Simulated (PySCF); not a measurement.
C3H7O2, SMILES C[C](O)CO, multiplicity 2.

Geometry: PBE-D3(BJ)/def2-SVP. The isomer is the one that the SMILES or the coordinates give; other isomers of the formula were not compared. The values are those of a single conformer.

The numbers are results of PBE-D3(BJ)/def2-SVP (PySCF 2.14.0), not measurements.

Frequencies are harmonic and unscaled.

Question: Estimate the vibrational spectrum. (An estimate is asked for; the answer gives what the named calculation found.)

Answer: 
```json
[
 {"mode": "1", "ν (cm⁻¹)": "84", "IR (km/mol)": "4.3", "moving atoms (share of kinetic energy)": "O 54 %, H 28 %, C 18 %"},
 {"mode": "2", "ν (cm⁻¹)": "128", "IR (km/mol)": "0.7", "moving atoms (share of kinetic energy)": "H 75 %, C 12 %, O 12 %"},
 {"mode": "3", "ν (cm⁻¹)": "177", "IR (km/mol)": "0.6", "moving atoms (share of kinetic energy)": "O 40 %, H 36 %, C 24 %"},
 {"mode": "4", "ν (cm⁻¹)": "319", "IR (km/mol)": "65.8", "moving atoms (share of kinetic energy)": "H 75 %, C 14 %, O 11 %"},
 {"mode": "5", "ν (cm⁻¹)": "382", "IR (km/mol)": "37.5", "moving atoms (share of kinetic energy)": "H 47 %, C 34 %, O 20 %"},
 {"mode": "6", "ν (cm⁻¹)": "426", "IR (km/mol)": "34.2", "moving atoms (share of kinetic energy)": "H 52 %, C 24 %, O 24 %"},
 {"mode": "7", "ν (cm⁻¹)": "431", "IR (km/mol)": "77.6", "moving atoms (share of kinetic energy)": "H 87 %"},
 {"mode": "8", "ν (cm⁻¹)": "559", "IR (km/mol)": "17.2", "moving atoms (share of kinetic energy)": "C 57 %, O 22 %, H 22 %"},
 {"mode": "9", "ν (cm⁻¹)": "792", "IR (km/mol)": "7.9", "moving atoms (share of kinetic energy)": "C 59 %, H 21 %, O 21 %"},
 {"mode": "10", "ν (cm⁻¹)": "908", "IR (km/mol)": "18.4", "moving atoms (share of kinetic energy)": "H 64 %, C 32 %"},
 {"mode": "11", "ν (cm⁻¹)": "953", "IR (km/mol)": "106.7", "moving atoms (share of kinetic energy)": "C 50 %, O 38 %, H 12 %"},
 {"mode": "12", "ν (cm⁻¹)": "965", "IR (km/mol)": "19.1", "moving atoms (share of kinetic energy)": "H 57 %, C 30 %, O 14 %"},
 {"mode": "13", "ν (cm⁻¹)": "991", "IR (km/mol)": "2.8", "moving atoms (share of kinetic energy)": "H 60 %, C 34 %"},
 {"mode": "14", "ν (cm⁻¹)": "1112", "IR (km/mol)": "101.1", "moving atoms (share of kinetic energy)": "H 64 %, C 29 %"},
 {"mode": "15", "ν (cm⁻¹)": "1144", "IR (km/mol)": "20.0", "moving atoms (share of kinetic energy)": "H 91 %"},
 {"mode": "16", "ν (cm⁻¹)": "1269", "IR (km/mol)": "29.0", "moving atoms (share of kinetic energy)": "H 62 %, C 29 %, O 9 %"},
 {"mode": "17", "ν (cm⁻¹)": "1309", "IR (km/mol)": "5.2", "moving atoms (share of kinetic energy)": "H 70 %, C 26 %"},
 {"mode": "18", "ν (cm⁻¹)": "1313", "IR (km/mol)": "77.1", "moving atoms (share of kinetic energy)": "H 61 %, C 31 %, O 9 %"},
 {"mode": "19", "ν (cm⁻¹)": "1356", "IR (km/mol)": "31.8", "moving atoms (share of kinetic energy)": "H 72 %, C 24 %"},
 {"mode": "20", "ν (cm⁻¹)": "1376", "IR (km/mol)": "12.7", "moving atoms (share of kinetic energy)": "H 80 %, C 19 %"},
 {"mode": "21", "ν (cm⁻¹)": "1397", "IR (km/mol)": "6.4", "moving atoms (share of kinetic energy)": "H 62 %, C 36 %"},
 {"mode": "22", "ν (cm⁻¹)": "1409", "IR (km/mol)": "2.7", "moving atoms (share of kinetic energy)": "H 91 %, C 8 %"},
 {"mode": "23", "ν (cm⁻¹)": "1416", "IR (km/mol)": "3.3", "moving atoms (share of kinetic energy)": "H 75 %, C 23 %"},
 {"mode": "24", "ν (cm⁻¹)": "2848", "IR (km/mol)": "96.1", "moving atoms (share of kinetic energy)": "H 93 %"},
 {"mode": "25", "ν (cm⁻¹)": "2901", "IR (km/mol)": "35.4", "moving atoms (share of kinetic energy)": "H 95 %"},
 {"mode": "26", "ν (cm⁻¹)": "3013", "IR (km/mol)": "10.7", "moving atoms (share of kinetic energy)": "H 93 %"},
 {"mode": "27", "ν (cm⁻¹)": "3021", "IR (km/mol)": "21.3", "moving atoms (share of kinetic energy)": "H 92 %, C 8 %"},
 {"mode": "28", "ν (cm⁻¹)": "3074", "IR (km/mol)": "10.0", "moving atoms (share of kinetic energy)": "H 91 %, C 9 %"},
 {"mode": "29", "ν (cm⁻¹)": "3668", "IR (km/mol)": "25.0", "moving atoms (share of kinetic energy)": "H 94 %"},
 {"mode": "30", "ν (cm⁻¹)": "3688", "IR (km/mol)": "15.1", "moving atoms (share of kinetic energy)": "H 94 %"}
]
```
